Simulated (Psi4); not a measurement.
Br2, charge -1, doublet, geometry from GFN2-xTB (a state made from the parent by changing its charge; the spin is typed, not shown lowest) (a gas-phase anion, which may not be bound at this level); Psi4 with WB97M-V/6-31G*.

Psi4 was given this input:
```
memory 2 GB

molecule {
-1 2
  Br   -0.00000000   -0.00000000   -1.52077587
  Br    0.00000000    0.00000000    1.52077587
}

set basis 6-31g*
set reference uks

energy('wb97m-v')
print_variables()
```

What the program printed (banner, timings and long lists left out):

```
   => Loading Basis Set <=

    Name: 6-31G*
    Role: ORBITAL
    Keyword: BASIS

         ---------------------------------------------------------
                                   SCF
               by Justin Turney, Rob Parrish, Andy Simmonett
                          and Daniel G. A. Smith
                              UKS Reference
         ---------------------------------------------------------

  ==> Geometry <==

    Molecular point group: d2h
    Full point group: D_inf_h

    Geometry (in Angstrom), charge = -1, multiplicity = 2:

       Center              X                  Y                   Z               Mass
    ------------   -----------------  -----------------  -----------------  -----------------
         BR           0.000000000000     0.000000000000    -1.520775870000    78.918337600000
         BR           0.000000000000     0.000000000000     1.520775870000    78.918337600000

  Running in d2h symmetry.

  Rotational constants: A = ************  B =      0.04618  C =      0.04618 [cm^-1]
  Rotational constants: A = ************  B =   1384.45502  C =   1384.45502 [MHz]
  Nuclear repulsion =  213.128737724760839

  Charge       = -1
  Multiplicity = 2
  Electrons    = 71
  Nalpha       = 36
  Nbeta        = 35

  ==> Algorithm <==

  SCF Algorithm Type is DF.
  DIIS enabled.
  MOM disabled.
  Fractional occupation disabled.
  Guess Type is SAD.
  Energy threshold   = 1.00e-06
  Density threshold  = 1.00e-06
  Integral threshold = 1.00e-12

  ==> Primary Basis <==

  Basis Set: 6-31G*
    Blend: 6-31G*
    Number of shells: 24
    Number of basis functions: 70
    Number of Cartesian functions: 70
    Spherical Harmonics?: false
    Max angular momentum: 2

  ==> DFT Potential <==

   => LibXC <=

    Version 7.1.2
    S. Lehtola, C. Steigemann, M. J. T. Oliveira, and M. A. L. Marques,  SoftwareX 7, 1–5 (2018) (10.1016/j.softx.2017.11.002)

   => Composite Functional: WB97M-V <=

    wB97M-V Hyb-GGA Exchange-Correlation Functional

    N. Mardirossian and M. Head-Gordon,  J. Chem. Phys. 144, 214110 (2016) (10.1063/1.4952647)

    Deriv               =              1
    GGA                 =           TRUE
    Meta                =           TRUE

    Exchange Hybrid     =           TRUE
    MP2 Hybrid          =          FALSE

   => Exchange-Correlation Functionals <=

    1.0000   wB97M-V exchange-correlation functional

   => Exact (HF) Exchange <=

    0.8500            HF,LR [omega = 0.3000]
    0.1500               HF

   => LibXC Density Thresholds  <==

    XC_HYB_MGGA_XC_WB97M_V:  1.00E-13

   => VV10 Non-Local Parameters <=

    VV10 B              =     6.0000E+00
    VV10 C              =     1.0000E-02

   => Molecular Quadrature <=

    Radial Scheme          =       TREUTLER
    Pruning Scheme         =           NONE
    Nuclear Scheme         =       TREUTLER

    Blocking Scheme        =         OCTREE
    BS radius alpha        =              1
    Pruning alpha          =              1
    Radial Points          =             75
    Spherical Points       =            302
    Total Points           =          40576
    Total Blocks           =            380
    Max Points             =            251
    Max Functions          =             59
    Weights Tolerance      =       1.00E-15

   => Loading Basis Set <=

    Name: (6-31G* AUX)
    Role: JKFIT
    Keyword: DF_BASIS_SCF

  ==> Integral Setup <==

  SCF_SUBTYPE=INCORE selected. In-core MEM_DF algorithm will be used.
  Using in-core AOs.

  ==> MemDFJK: Density-Fitted J/K Matrices <==

    J tasked:                   Yes
    K tasked:                   Yes
    wK tasked:                  Yes
    Omega:                3.000E-01
    Algorithm:                 Core
    Schwarz Cutoff:           1E-12
    Mask sparsity (%):      14.6122
    Fitting Condition:        1E-10

   => Auxiliary Basis Set <=

  Basis Set: (6-31G* AUX)
    Blend: CC-PVDZ-JKFIT
    Number of shells: 94
    Number of basis functions: 418
    Number of Cartesian functions: 418
    Spherical Harmonics?: false
    Max angular momentum: 3

  Minimum eigenvalue in the overlap matrix is 7.2564471823E-04.
  Reciprocal condition number of the overlap matrix is 1.4900474606E-04.
    Using symmetric orthogonalization.

  ==> Pre-Iterations <==

  SCF Guess: Superposition of Atomic Densities via on-the-fly atomic UHF (no occupation information).

   -------------------------
    Irrep   Nso     Nmo
   -------------------------
     Ag        18      18
     B1g        3       3
     B2g        7       7
     B3g        7       7
     Au         3       3
     B1u       18      18
     B2u        7       7
     B3u        7       7
   -------------------------
    Total      70      70
   -------------------------

  ==> Iterations <==

                           Total Energy        Delta E     RMS |[F,P]|

   @DF-UKS iter SAD: -5143.69686740350062   -5.14370e+03   0.00000e+00
   @DF-UKS iter   1: -5146.68886179911260   -2.99199e+00   7.39721e-02 ADIIS/DIIS
   @DF-UKS iter   2: -5146.96230187780748   -2.73440e-01   5.95565e-02 ADIIS/DIIS
   @DF-UKS iter   3: -5147.29368537707433   -3.31383e-01   6.94348e-03 ADIIS/DIIS
   @DF-UKS iter   4: -5147.29800003507444   -4.31466e-03   1.86926e-04 ADIIS/DIIS
   @DF-UKS iter   5: -5147.29801069815858   -1.06631e-05   2.94834e-05 DIIS
   @DF-UKS iter   6: -5147.29801148364186   -7.85483e-07   1.06131e-05 DIIS
   @DF-UKS iter   7: -5147.29801157629936   -9.26575e-08   1.39336e-06 DIIS
   @DF-UKS iter   8: -5147.29801157808288   -1.78352e-09   2.26984e-07 DIIS
  Energy and wave function converged.

  ==> Post-Iterations <==

   Electrons on quadrature grid:
      Nalpha   =   35.9999945770 ; deviation = -5.423e-06
      Nbeta    =   34.9999947630 ; deviation = -5.237e-06
      Ntotal   =   70.9999893400 ; deviation = -1.066e-05

   @Spin Contamination Metric:   3.802225294E-03
   @S^2 Expected:                7.500000000E-01
   @S^2 Observed:                7.538022253E-01
   @S   Expected:                5.000000000E-01
   @S   Observed:                5.000000000E-01

    Orbital Energies [Eh]
    ---------------------

    Alpha Occupied:

[...]
    Alpha Virtual:

[...]
      18B1u   90.883834

    Beta Occupied:

[...]
    Beta Virtual:

[...]
    Final Occupation by Irrep:
             Ag   B1g   B2g   B3g    Au   B1u   B2u   B3u
    DOCC [     9,    1,    4,    4,    1,    8,    4,    4 ]
    SOCC [     0,    0,    0,    0,    0,    1,    0,    0 ]
    NA   [     9,    1,    4,    4,    1,    9,    4,    4 ]
    NB   [     9,    1,    4,    4,    1,    8,    4,    4 ]

  @DF-UKS Final Energy: -5147.29801157808288

   => Energetics <=

    Nuclear Repulsion Energy =            213.1287377247608390
    One-Electron Energy =               -7604.8796666227635797
    Two-Electron Energy =                2390.1776968855979248
    DFT Exchange-Correlation Energy =    -146.0219325632202469
    Empirical Dispersion Energy =           0.0000000000000000
    VV10 Nonlocal Energy =                  0.2971529975422445
    Total Energy =                      -5147.2980115780828783

  UHF NO Occupations:
  HONO-2 :    8B1u 1.9998440
  HONO-1 :    9 Ag 1.9984862
  HONO-0 :    9B1u 1.0000000
  LUNO+0 :   10 Ag 0.0015138
  LUNO+1 :   10B1u 0.0001560
  LUNO+2 :   11 Ag 0.0001058
  LUNO+3 :    5B2g 0.0000308

Computation Completed

Properties will be evaluated at   0.000000,   0.000000,   0.000000 [a0]

Properties computed using the SCF density matrix

 Multipole Moments:

 ------------------------------------------------------------------------------------
     Multipole            Electronic (a.u.)      Nuclear  (a.u.)        Total (a.u.)
 ------------------------------------------------------------------------------------

 L = 1.  Multiply by 2.5417464519 to convert [e a0] to [Debye]
 Dipole X            :          0.0000000            0.0000000            0.0000000
 Dipole Y            :          0.0000000            0.0000000            0.0000000
 Dipole Z            :          0.0000000            0.0000000            0.0000000
 Magnitude           :                                                    0.0000000

 ------------------------------------------------------------------------------------

  Variable Map:
  ----------------------------------------------------------------------------
[...]
  Array Variable Map:
  ----------------------------------------------------------------------------
[...]
[...]
```
